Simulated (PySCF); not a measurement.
H3Sb, SMILES [SbH3+], charge +1, multiplicity 2.

Geometry optimised at PBE0-D3(BJ)/def2-TZVPD. The def2 effective core potentials stand for the cores of Sb; spin–orbit coupling is left out.

Level of theory: CAM-B3LYP/def2-TZVPD in PySCF.

Gas-phase values at a fixed geometry.

Computed frontier levels, dipole moment and polarisability:
```
Item                                                                Value
------------------------------------------------  -----------------------
α spin, highest occupied and lowest empty level       -15.56 and -5.59 eV
β spin, highest occupied and lowest empty level       -18.45 and -9.89 eV
dipole moment about the centre of nuclear charge                0.070 e·Å
mean static polarisability                           32.1 bohr³ (4.75 Å³)
polarisability, principal values                   27.1, 34.6, 34.6 bohr³
⟨S²⟩                                              0.752 (pure state 0.75)
```
